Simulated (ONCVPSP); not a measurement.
# Which change was made? (Al, ONCV)

aluminium (Al), optimised norm-conserving Vanderbilt (ONCV), made with ONCVPSP 4.0.1 (PBE, scalar-relativistic). Core [Ne], reference 3s2 3p0.5 (charge +0.5). Waves: 3s: rc 1.70 bohr, ncon 4, nbas 8, qcut 4.6 1/bohr, 2 projectors, debl 0.8 Ha; 3p: rc 1.80 bohr, ncon 4, nbas 9, qcut 4.9 1/bohr, 2 projectors, debl 2.4 Ha; d scattering state at 0.3 Ha: rc 1.60 bohr, ncon 4, nbas 9, qcut 5.4 1/bohr, 2 projectors, debl 3.4 Ha. Local part: polynomial inside 1.40 bohr (lpopt 4, dvloc0 -1 Ha). Core correction: Teter function, fcfact 4, rcfact 1.5.

Cutoffs, loose and tight: the cutoffs (Ha) at which the residual kinetic energy of the hardest occupied pseudo-wave falls to 1 and 0.1 mHa per electron. They do not see the model core or the augmentation charge, which bear on the density cutoff. Test errors are all-electron minus pseudo excitation energies from the reference, over the configurations 3s2 3p1; 3s2 3p0; 3s1 3p0; 3s1 3p2; variants that change the core or the reference have their own tests.

The base gives: outcome: generated; cutoff, loose: 5.9 Ha; cutoff, tight: 9.8 Ha; bound ghosts: s; GHOST(+) flags above zero: none; largest test error (meV): -25.

After one change the result is: outcome: generated; cutoff, loose: 5.8 Ha; cutoff, tight: 8.1 Ha; bound ghosts: none; GHOST(+) flags above zero: s; largest test error (meV): -24. Which change was it?
A. s: qcut 6.5; p: qcut 6.9; d: qcut 7.6
B. s: qcut 4.1; p: qcut 4.4; d: qcut 4.9
C. s: qcut 6.1; p: qcut 6.5; d: qcut 7.2

B. The others give: s: qcut 6.1; p: qcut 6.5; d: qcut 7.2 → outcome: generated; cutoff, loose: 9.8 Ha; cutoff, tight: 16 Ha; bound ghosts: s; GHOST(+) flags above zero: none; largest test error (meV): -27 | s: qcut 6.5; p: qcut 6.9; d: qcut 7.6 → outcome: generated; cutoff, loose: 12 Ha; cutoff, tight: 17 Ha; bound ghosts: s; GHOST(+) flags above zero: none; largest test error (meV): -28.
